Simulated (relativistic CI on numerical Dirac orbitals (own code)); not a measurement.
Ti³⁺ in a cubic cluster: 2p photoemission with charge transfer

Computed with a charge-transfer multiplet model of a cubic metal-ligand cluster with up to 2 ligand holes, Slater and spin-orbit integrals from Dirac-Coulomb-Breit ions, Slater integrals scaled by 0.8. The ground state mixes d1 with configurations of k ligand holes L, whose averages lie at kΔ + k(k − 1)U_dd/2; a core hole lowers each added d electron by U_cd. 300 K, Lorentzian 0.6 eV and Gaussian 0.8 eV FWHM.

Atomic integrals in eV (Slater integrals scaled, ζ unscaled), ground: F2dd 6.578, F4dd 4.090, zeta_d 0.017; with the core hole: F2dd 6.578, F4dd 4.090, zeta_d 0.032, zeta_core 3.741, F2cd 5.066, G1cd 3.785, G3cd 2.149. Where a configuration has fewer than two d electrons, the dd integrals are those of d2.

Cluster parameters (eV): U_dd = 4.6, U_cd = 5.8, 10Dq = 1.1, 10Dq(ligand) = 0.1, V(eg) = 3.25, V(t2g) = -1.77, final-state hopping factor = 1.

```
      Case   n_d    d1   d2L  d3L2     S
Δ = 3.5 eV  1.72  0.40  0.48  0.12  0.50
Δ = 4.5 eV  1.65  0.45  0.45  0.10  0.50
Δ = 6.5 eV  1.52  0.54  0.39  0.07  0.50
```

Weights, n_d and S are thermal averages at 300 K. Binding energies count from the first peak over 30 % of the highest in each spectrum, which can be another peak from case to case. The parameters are a model scan and need not match a compound or its usual spin state. Peaks in eV (height, largest 100):
- Δ = 3.5 eV: 0.0 (100), 3.3 (10), 5.6 (37), 13.8 (7)
- Δ = 4.5 eV: 0.0 (100), 3.3 (9), 5.6 (39), 13.3 (8)
- Δ = 6.5 eV: 0.0 (100), 3.2 (9), 5.6 (43), 12.8 (9)

For the case Δ = 4.5 eV, Δ = 4.5 eV is smaller than U_dd = 4.6 eV, the charge-transfer side of the Zaanen-Sawatzky-Allen scheme. With the core hole the configuration with one ligand hole lies at Δ − U_cd = -2.3, -1.3, 0.7 eV from the one without, in the order of the table; where this is negative the screened configuration lies lower, though the effective hopping of about 7.3 eV (from the holes of the mixed ground state) mixes the two strongly wherever it is as large as the gap.

With at most 2 ligand holes the space is cut while the next configuration still counts, so covalency is underestimated, and a final configuration with one more ligand hole, which can lie low, is missing from the spectra.
